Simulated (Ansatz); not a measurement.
`[Cl][GeH2][SiH2]Br` → `[Cl][GeH2][Br]` + `[SiH2]` at 400 K and 1 bar (silylene formation by 1,1-elimination).

Computed with Ansatz on PBE0-D4/def2-TZVP structures; ΔE is electronic, products minus reactants. CBS: MP2 limit from def2 TZ/QZ plus the TZ coupled-cluster correction, frozen cores. This one scheme is used for every species. For Br, Ge outer-core shells are correlated without core-valence functions, which leaves a few kJ/mol of doubt a bond. Scalar relativity is left out up to krypton. Each species was taken in one conformer, which may not be the lowest.

```
             species  CCSD(T)/CBS energy (Eh)  H − E (kJ/mol)  S (J/(mol·K))
`[Cl][GeH2][SiH2]Br`              -5400.77665           127.0          415.8
    `[Cl][GeH2][Br]`              -5110.48619            70.3          339.7
            `[SiH2]`               -290.19011            44.2          218.1
```

H − E and S are ideal-gas, rigid-rotor, harmonic terms from PBE0-D4/def2-TZVP, for one conformer and one mirror image of each species. 1 Eh = 2625.50 kJ/mol, R = 8.31446 J/(mol·K).

By hand: ΔE, ΔH, ΔS and ΔG.

ΔE = (-5110.48619) + (-290.19011) − (-5400.77665) = 0.10035 Eh = 263.5 kJ/mol. Δ(H − E) = 70.3 + 44.2 − 127.0 = -12.5, so ΔH = 251.0 kJ/mol. ΔS = 339.7 + 218.1 − 415.8 = 142.0 J/(mol·K). ΔG = 251.0 − 400 × (142.0)/1000 = 194.2 kJ/mol.

By hand: the equilibrium constant, and the temperature at which ΔG would vanish if ΔH and ΔS stayed fixed.

log₁₀ K = −ΔG/(RT ln 10) = -25.4. ΔG = 0 at ΔH/ΔS = 1768 K.

The number of gas molecules changes by +1, which sets the sign of ΔS. A doubt of 5 kJ/mol in ΔE shifts log₁₀ K by 0.7 here. Other conformers and mirror images would add mixing entropy, several J/(mol·K) or more a flexible species. Modes under 60 cm⁻¹, often nearly free rotors, make the harmonic entropy too high. These are equilibria of isolated gas molecules and say nothing of rates. Largest T1 diagnostic: 0.014 (customary marks: 0.02 for closed shells, 0.045 for open ones).
